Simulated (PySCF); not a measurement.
Simulated characterisation data

[PySCF 2.14: geometry from GFN2-xTB; shieldings: GIAO PBE0/pcSseg-1; a single conformation; rapidly exchanging positions averaged; gas phase; non-relativistic]

Chemical shifts δ = σref − σ; 1H (31.72 ppm) and 13C (186.93 ppm) vs TMS, all at this level. Splittings of carbon signals by F and P are missing where no couplings were computed. Where no couplings were computed, multiplicities follow the n + 1 count of equivalent neighbours, and m marks all less simple cases (inequivalent or close neighbours, rings, F or P nearby). Shifts are as computed. Against solution values, carbons near 30 ppm lie about +3 ppm off and those near 130 ppm about +5 ppm. Of 1211 compounds with measured shifts, 218 miss one by over three times the rms of a fit or turn the order of signals round; such compounds aren't used in these exercises.

**1.** `C1(F)=CC=CC=C1CC#N`, C8H6FN. 1H NMR (400 MHz, computed): δ 7.95 (m, 1H), 7.67 (m, 1H), 7.56 (m, 1H), 7.46 (m, 1H), 3.71 (s, 2H). 13C{1H} NMR (computed): δ 169.4, 137.8, 135.6, 130.4, 125.6, 123.2, 121.8, 16.2.

**2.** `[SiH2]([C@@H]1[C@H](C#N)CC1)C#C[SiH3]`, C7H11NSi2. 1H NMR (400 MHz, computed): δ 4.76 (m, 1H), 4.65 (m, 1H), 4.22 (s, 3H), 3.15 (m, 1H), 2.47 (m, 1H), 2.45 (m, 1H), 2.43 (m, 1H), 2.21 (m, 1H), 2.01 (m, 1H). 13C{1H} NMR (computed): δ 126.0, 117.2, 113.7, 26.9, 21.9, 21.3, 20.2.

**3.** SMILES Fc1cccc2cnnn12, C6H4FN3. 1H NMR (400 MHz, computed): δ 8.31 (m, 1H), 7.84 (d, 1H), 7.45 (m, 1H), 6.84 (m, 1H). 13C{1H} NMR (computed): δ 159.0 (C), 144.6 (C), 130.6 (CH), 129.4 (CH), 119.0 (CH), 101.0 (CH).

**4.** SMILES [SiH3][C@@]1(c2ccccn2)C[SiH2]1, C7H11NSi2. 1H NMR (400 MHz, computed): δ 8.58 (d, 1H), 7.78 (m, 1H), 7.11 (m, 1H), 6.80 (d, 1H), 4.35 (s, 3H), 3.18 (m, 1H), 2.57 (m, 1H), 1.52 (m, 1H), 1.47 (m, 1H). 13C{1H} NMR (computed): δ 173.7, 152.5, 142.5, 123.2, 118.5, 17.9, 8.8.
